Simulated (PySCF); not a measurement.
**Two-dimensional NMR puzzle**

Compound of formula C₄H₁₀OSi. Correlations simulated from computed shifts and the bond graph:

HSQC (one-bond C–H):
```
  δH     δC
6.01  152.3
5.27  117.0
5.24  117.0
1.93   33.6
1.14   14.3
```

COSY cross peaks (H two or three bonds apart, from the bond graph; peaks can be absent where the dihedral angle is near 90°):
```
  δH    δH
6.01  5.27
6.01  5.24
6.01  1.93
5.27  5.24
4.73  4.53
4.73  1.93
4.53  1.93
1.93  1.14
```

HMBC (two and three bonds, from the bond graph):
```
  δH                  δC
6.01   117.0, 33.6, 14.3
5.27         152.3, 33.6
5.24         152.3, 33.6
4.73   152.3, 33.6, 14.3
4.53   152.3, 33.6, 14.3
1.93  152.3, 117.0, 14.3
1.14         152.3, 33.6
```

[PySCF: geometry: GFN2-xTB; GIAO PBE0/pcSseg-1 shieldings; fast rotation and ring inversion assumed for equivalent nuclei; no relativistic terms; no solvent; a single conformation]

References, each an isolated molecule treated in the same way: ¹H and ¹³C vs TMS.

Exchangeable hydrogens are left out of these lists.

Q: Work out the connectivity.

A: `C(=C)[C@@H](C)[SiH2]O`.

Mapped SMILES: `[CH2:1]=[CH:2][C@@H:3]([CH3:4])[SiH2:5][OH:6]`. Hydrogens are named by the atom that carries them. Ha(C1) is cis to C3; Ha(Si5) is pro-R; Hb(Si5) is pro-S; Hb(C1) is trans to C3.

- δC 152.3 is C2, an alkene CH (δH 6.01).
- δC 117.0 is C1, a terminal =CH2 carbon (δH 5.27, 5.24).
- δC 33.6 is C3, an allylic sp3 CH bonded to Si (δH 1.93).
- δC 14.3 is C4, a methyl carbon (δH 1.14).
- COSY links 6.01–5.27, 6.01–5.24, 6.01–1.93, 5.27–5.24, 4.73–4.53, 4.73–1.93.

This is the structure that produced the data.

Exchangeable OH/NH protons stand at their gas-phase positions; hydrogen bonding in a real sample shifts them, mostly to higher δ. Shifts are as computed. Against solution values, carbons near 30 ppm lie about +3 ppm off and those near 130 ppm about +5 ppm. Of 1211 compounds with measured shifts, 218 miss one by over three times the rms of a fit or turn the order of signals round; such compounds aren't used in these exercises.
